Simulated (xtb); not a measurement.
xtb job for C2H6GeO3, SMILES C=[CH][Ge]([OH])([OH])[OH] (connectivity only; charge and spin as stated), charge -1, multiplicity 2, GFN2-xTB. 

```
$ xtb mol.xyz --gfn 2 --sp --chrg -1 --uhf 1 --json
$ cat mol.xyz
12

O      1.79992824    -0.91633322     1.31184824
Ge     0.12111588    -0.14325655     0.22655559
O      1.22545367     1.11807446    -0.59976607
O      0.12465061    -1.55537327    -1.04795033
C     -1.75397831     0.73495582    -0.62614397
C     -2.56676859     1.56163865    -0.01257495
H      1.52542746    -1.72766116     1.73319741
H      2.09151755     0.94167196    -0.24261855
H      1.03561569    -1.82107866    -1.13629298
H     -1.96090339     0.36030736    -1.61666674
H     -2.35581098     1.92634001     0.98425837
H     -3.48733349     1.95411956    -0.45239770
```

Program output:

```
[banner left out]
          |                Calculation Setup                |
           -------------------------------------------------



           -------------------------------------------------
          |                 G F N 2 - x T B                 |
           -------------------------------------------------

        Reference                      10.1021/acs.jctc.8b01176
      * Hamiltonian:
        H0-scaling (s, p, d)           1.850000    2.230000    2.230000
        zeta-weighting                 0.500000
      * Dispersion:
        s8                             2.700000
        a1                             0.520000
        a2                             5.000000
        s9                             5.000000
      * Repulsion:
        kExp                           1.500000    1.000000
        rExp                           1.000000
      * Coulomb:
        alpha                          2.000000
        third order                    shell-resolved
        anisotropic                    true
        a3                             3.000000
        a5                             4.000000
        cn-shift                       1.200000
        cn-exp                         4.000000
        max-rad                        5.000000


          ...................................................
          :                      SETUP                      :
          :.................................................:
          :  # basis functions                  36          :
          :  # atomic orbitals                  35          :
          :  # shells                           19          :
          :  # electrons                        37          :
          :  max. iterations                   250          :
          :  Hamiltonian                  GFN2-xTB          :
          :  restarted?                      false          :
          :  GBSA solvation                  false          :
          :  PC potential                    false          :
          :  electronic temp.          300.0000000     K    :
          :  accuracy                    1.0000000          :
          :  -> integral cutoff          0.2500000E+02      :
          :  -> integral neglect         0.1000000E-07      :
          :  -> SCF convergence          0.1000000E-05 Eh   :
          :  -> wf. convergence          0.1000000E-03 e    :
          :  Broyden damping             0.4000000          :
          :  net charge                         -1          :
          :  unpaired electrons                  1          :
          ...................................................

 iter      E             dE          RMSdq      gap      omega  full diag
   1    -21.1270892 -0.211271E+02  0.720E+00    3.57       0.0  T
   2    -20.0598042  0.106729E+01  0.829E+00    1.05       1.0  T
   3    -21.7442586 -0.168445E+01  0.360E+00    3.20       1.0  T
   4    -21.8101967 -0.659381E-01  0.207E+00    2.66       1.0  T
   5    -21.8043075  0.588919E-02  0.223E+00    2.08       1.0  T
   6    -21.7946299  0.967760E-02  0.156E+00    1.84       1.0  T
   7    -21.8180914 -0.234615E-01  0.823E-01    1.84       1.0  T
   8    -21.8238294 -0.573806E-02  0.566E-01    2.06       1.0  T
   9    -21.8251621 -0.133263E-02  0.345E-01    2.15       1.0  T
  10    -21.8258147 -0.652673E-03  0.405E-02    2.27       1.0  T
  11    -21.8258297 -0.149821E-04  0.917E-03    2.28       3.1  T
  12    -21.8258306 -0.928360E-06  0.343E-03    2.29       8.4  T
  13    -21.8258307 -0.429590E-07  0.105E-03    2.29      27.4  T
  14    -21.8258307  0.630497E-09  0.104E-03    2.28      27.7  T
  15    -21.8258307 -0.768538E-08  0.202E-04    2.28     142.8  T
  16    -21.8258307 -0.179966E-09  0.376E-05    2.29     768.1  T

   *** convergence criteria satisfied after 16 iterations ***

         #    Occupation            Energy/Eh            Energy/eV
      -------------------------------------------------------------
         1        2.0000           -0.4648214             -12.6484
       ...           ...                  ...                  ...
        13        2.0000           -0.2519535              -6.8560
        14        2.0000           -0.2448458              -6.6626
        15        2.0000           -0.2317022              -6.3049
        16        2.0000           -0.2279556              -6.2030
        17        2.0000           -0.2193177              -5.9679
        18        2.0000           -0.2109746              -5.7409
        19        1.0000           -0.1226598              -3.3377 (HOMO)
        20                         -0.0386864              -1.0527 (LUMO)
        21                          0.1086954               2.9578
        22                          0.1680069               4.5717
        23                          0.1908024               5.1920
        24                          0.2632373               7.1631
       ...                                ...                  ...
        35                          1.1268525              30.6632
      -------------------------------------------------------------
                  HL-Gap            0.0839735 Eh            2.2850 eV
             Fermi-level           -0.1237452 Eh           -3.3673 eV

 SCC (total)                   0 d,  0 h,  0 min,  0.018 sec
 SCC setup                      ...        0 min,  0.000 sec (  1.138%)
 Dispersion                     ...        0 min,  0.000 sec (  0.938%)
 classical contributions        ...        0 min,  0.000 sec (  0.261%)
 integral evaluation            ...        0 min,  0.002 sec ( 12.802%)
 iterations                     ...        0 min,  0.011 sec ( 61.161%)
 molecular gradient             ...        0 min,  0.004 sec ( 22.065%)
 printout                       ...        0 min,  0.000 sec (  1.395%)

         :::::::::::::::::::::::::::::::::::::::::::::::::::::
         ::                     SUMMARY                     ::
         :::::::::::::::::::::::::::::::::::::::::::::::::::::
         :: total energy             -21.661231868405 Eh    ::
         :: gradient norm              0.000259093434 Eh/a0 ::
         :: HOMO-LUMO gap              2.285034559159 eV    ::
         ::.................................................::
         :: SCC energy               -21.825816154124 Eh    ::
         :: -> isotropic ES            0.212286485159 Eh    ::
         :: -> anisotropic ES          0.001011627504 Eh    ::
         :: -> anisotropic XC          0.004483918265 Eh    ::
         :: -> dispersion             -0.007584393267 Eh    ::
         :: repulsion energy           0.164584285719 Eh    ::
         :: add. restraining           0.000000000000 Eh    ::
         :: total charge              -1.000000000000 e     ::
         :::::::::::::::::::::::::::::::::::::::::::::::::::::

           -------------------------------------------------
          |                Property Printout                |
           -------------------------------------------------

    * Orbital Energies and Occupations

         #    Occupation            Energy/Eh            Energy/eV
      -------------------------------------------------------------
         1        2.0000           -0.4648214             -12.6484
       ...           ...                  ...                  ...
         7        2.0000           -0.3381944              -9.2027
         8        2.0000           -0.3361331              -9.1466
         9        2.0000           -0.3323298              -9.0432
        10        2.0000           -0.3077545              -8.3744
        11        2.0000           -0.2916796              -7.9370
        12        2.0000           -0.2571286              -6.9968
        13        2.0000           -0.2519535              -6.8560
        14        2.0000           -0.2448458              -6.6626
        15        2.0000           -0.2317022              -6.3049
        16        2.0000           -0.2279556              -6.2030
        17        2.0000           -0.2193177              -5.9679
        18        2.0000           -0.2109746              -5.7409
        19        1.0000           -0.1226598              -3.3377 (HOMO)
        20                         -0.0386864              -1.0527 (LUMO)
        21                          0.1086954               2.9578
        22                          0.1680069               4.5717
        23                          0.1908024               5.1920
        24                          0.2632373               7.1631
        25                          0.3193294               8.6894
        26                          0.3400797               9.2540
        27                          0.3485794               9.4853
        28                          0.3618083               9.8453
        29                          0.3796443              10.3306
        30                          0.4815270              13.1030
       ...                                ...                  ...
        35                          1.1268525              30.6632
      -------------------------------------------------------------
                  HL-Gap            0.0839735 Eh            2.2850 eV
             Fermi-level           -0.1237452 Eh           -3.3673 eV

     #   Z          covCN         q      C6AA      α(0)
     1   8 O        1.400    -0.668    27.174     7.020
     2  32 Ge       2.874     0.344   211.758    28.327
     3   8 O        1.572    -0.583    24.804     6.720
     4   8 O        1.564    -0.598    25.188     6.772
     5   6 C        2.650    -0.111    30.795     9.079
     6   6 C        2.831    -0.096    30.409     9.036
     7   1 H        0.806     0.213     1.055     1.613
     8   1 H        0.815     0.265     0.834     1.434
     9   1 H        0.810     0.253     0.882     1.475
    10   1 H        0.926     0.010     2.886     2.657
    11   1 H        0.925    -0.005     3.152     2.776
    12   1 H        0.924    -0.023     3.494     2.923

 Mol. C6AA /au·bohr⁶  :       2358.864188
 Mol. C8AA /au·bohr⁸  :      85852.678773
 Mol. α(0) /au        :         79.831611


Wiberg/Mayer (AO) data.
largest (>0.10) Wiberg bond orders for each atom

 ---------------------------------------------------------------------------
     #   Z sym  total        # sym  WBO       # sym  WBO       # sym  WBO
 ---------------------------------------------------------------------------
     1   8 O    1.819 --     7 H    0.942     2 Ge   0.712
     2  32 Ge   3.269 --     3 O    0.974     4 O    0.933     1 O    0.712
                             5 C    0.578
     3   8 O    2.021 --     2 Ge   0.974     8 H    0.913
     4   8 O    1.986 --     2 Ge   0.933     9 H    0.919
     5   6 C    3.775 --     6 C    2.034    10 H    0.973     2 Ge   0.578
     6   6 C    3.982 --     5 C    2.034    11 H    0.973    12 H    0.953
     7   1 H    0.955 --     1 O    0.942
     8   1 H    0.930 --     3 O    0.913
     9   1 H    0.936 --     4 O    0.919
    10   1 H    1.000 --     5 C    0.973
    11   1 H    1.000 --     6 C    0.973
    12   1 H    0.993 --     6 C    0.953
 ---------------------------------------------------------------------------

Topologies differ in total number of bonds
Writing topology from bond orders to xtbtopo.mol

molecular dipole:
                 x           y           z       tot (Debye)
 q only:       -0.553      -0.037       0.483
   full:       -0.533      -0.121       0.327       1.620
molecular quadrupole (traceless):
                xx          xy          yy          xz          yz          zz
 q only:       -4.040       3.228       1.003      -5.610       0.479       3.037
  q+dip:       -2.838       0.219       0.281      -5.077       0.733       2.557
Note: The following floating-point exceptions are signalling: IEEE_UNDERFLOW_FLAG IEEE_DENORMAL
normal termination of xtb
   full:       -2.426       0.668       0.723      -5.205       0.101       1.703


           -------------------------------------------------
          | TOTAL ENERGY              -21.661231868405 Eh   |
          | GRADIENT NORM               0.000259093434 Eh/α |
          | HOMO-LUMO GAP               2.285034559159 eV   |
           -------------------------------------------------

------------------------------------------------------------------------
------------------------------------------------------------------------
 total:
 SCF:
```

The run converged.
